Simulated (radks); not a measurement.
The numbers below are computed, except where a source is named.
How relativity changes the ionisation of neutral beryllium ([He] 2s2) to Be+ ([He] 2s1). Spin-unpolarised spherical Kohn-Sham, PBE, point nucleus unless stated (finite: rms radius 2.519 fm), a radial shooting solver on a logarithmic mesh with Libxc functionals. A level marked "c x" has the speed of light scaled by that factor.

level,E(Be) (hartree),E(Be+) (hartree),IE (eV),HOMO,<r> HOMO (bohr)
non-rel.,-14.62995,-14.27903,9.549,2s,2.604
scalar-rel.,-14.63287,-14.28190,9.551,2s,2.603
"scalar-rel., finite nucleus",-14.63287,-14.28190,9.551,2s,2.603
Dirac,-14.63287,-14.28190,9.551,2s1/2,2.603
"Dirac, finite nucleus",-14.63287,-14.28190,9.551,2s1/2,2.603
"Dirac, c x 3",-14.63027,-14.27935,9.549,2s1/2,2.604
"Dirac, c x 10",-14.62998,-14.27906,9.549,2s1/2,2.604
"Dirac, c x 100",-14.62995,-14.27903,9.549,2s1/2,2.604

NIST Atomic Spectra Database: 9.323 eV (measured). The relativistic part of the total energy of Be is -0.002924 hartree (Dirac, finite nucleus), 0.02 % of the non-relativistic value. Spin polarisation and multiplet splitting of open shells are left out at every level.

Beside tabulated values, note that spin-unpolarised runs miss the spin-polarisation part of the exchange energy of open shells.
